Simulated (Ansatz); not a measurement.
A made-up structure of CHSeSi (charge +1), closed shell:

C1  (0.950, -0.335, 0.848)
Si2  (-0.829, 0.292, -0.737)
Se3  (-0.694, 0.068, 1.237)
H4  (0.574, -0.025, -1.347)
(Å)

It is relaxed with PBE-D4/def2-SVP and then PBE0-D4/def2-TZVP (Ansatz 0.2.0). Atoms count as bonded within 1.22 times the sum of their covalent radii (H–H: 0.88 Å). The end point is not checked to be a true minimum.

(1) Does its bonding change? (Judge from chemistry; the calculation decides.)

## Answers

(1) Computed: Yes. Formed: C1–Si2, C1–H4; broken: Si2–H4.

Where it ends: The first stage lowers the energy by 4.35 eV in 17 steps. It ends as CHSeSi ([CH]1[Si][Se]1), total charge +1:
| atom | x (Å) | y (Å) | z (Å) |
| --- | --- | --- | --- |
| C1 | 0.3702 | -0.0803 | -0.1967 |
| Si2 | -1.3119 | 0.4273 | -0.8011 |
| Se3 | -0.4690 | -0.0046 | 1.3651 |
| H4 | 1.4108 | -0.3423 | -0.3674 |

Labels in which every atom is bracketed show which atoms are joined, not bond orders.

For scale, one of the runs: PBE0-D4/def2-TZVP relaxation, 122 basis functions, launched by `ansatz run in.yaml --threads 2 --pin off --events-out ev --progress --plain --max-ram 4352MiB`. The run took about 14 s on 2 CPU threads of an Arm Neoverse V2 (shared host).
